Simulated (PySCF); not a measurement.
C4H5Si, multiplicity 2. Atoms are numbered in the order given.

```xyz
10

C      1.3688     0.1256     0.0000
C      0.7927     1.3296     0.0000
C     -0.6983     1.2849     0.0000
C     -1.2903     0.0696     0.0000
Si     0.0751    -1.2255     0.0000
H      1.3196     2.2912     0.0000
H     -1.2596     2.2270     0.0000
H     -2.3760    -0.0470     0.0000
H      0.1138    -2.0864    -1.2177
H      0.1138    -2.0864     1.2177
```
Charge 0, spin multiplicity 2.

Coordinates come from a PBE0-D3(BJ)/def2-SVP optimisation. The isomer is the one that the SMILES or the coordinates give; other isomers of the formula were not compared.

Method: TDA-LC-ωPBE/def2-SVPD (PySCF 2.14.0).

Vertical excitations. Isolated molecule, no solvent.

Computed excitation energies, oscillator strengths and character:
| state | energy (eV) | λ (nm) | f | main pairs |
|---|---|---|---|---|
| root 1 | 2.72 | 456 | 0.001 | β HOMO→LUMO 86 % |
| root 2 | 2.80 | 442 | 0.000 | α HOMO→LUMO 46 %, β HOMO→LUMO+1 46 % |
| root 3 | 4.24 | 292 | 0.001 | α HOMO−1→LUMO 91 % |
| root 4 | 4.72 | 263 | 0.003 | α HOMO−2→LUMO 22 %, α HOMO→LUMO+6 14 %, α HOMO−5→LUMO 8 %, β HOMO−2→LUMO+1 18 %, β HOMO→LUMO+7 17 %, β HOMO−4→LUMO+1 7 % |
| root 5 | 4.82 | 257 | 0.013 | α HOMO→LUMO 27 %, β HOMO→LUMO+1 28 %, β HOMO−3→LUMO 26 %, β HOMO−1→LUMO 10 % |
| root 6 | 5.23 | 237 | 0.062 | α HOMO→LUMO 18 %, β HOMO−3→LUMO 48 %, β HOMO→LUMO+1 16 %, β HOMO−1→LUMO 8 % |
| root 7 | 5.66 | 219 | 0.000 | α HOMO−3→LUMO 61 %, β HOMO−1→LUMO+1 30 % |
| root 8 | 6.24 | 199 | 0.000 | α HOMO−3→LUMO 14 %, β HOMO−2→LUMO 36 %, β HOMO−1→LUMO+1 34 % |
| root 9 | 6.30 | 197 | 0.000 | α HOMO−3→LUMO 15 %, β HOMO−2→LUMO 44 %, β HOMO−1→LUMO+1 22 % |
| root 10 | 6.58 | 189 | 0.005 | β HOMO−1→LUMO 74 %, β HOMO−3→LUMO 18 % |
Unrestricted roots are not spin-pure.
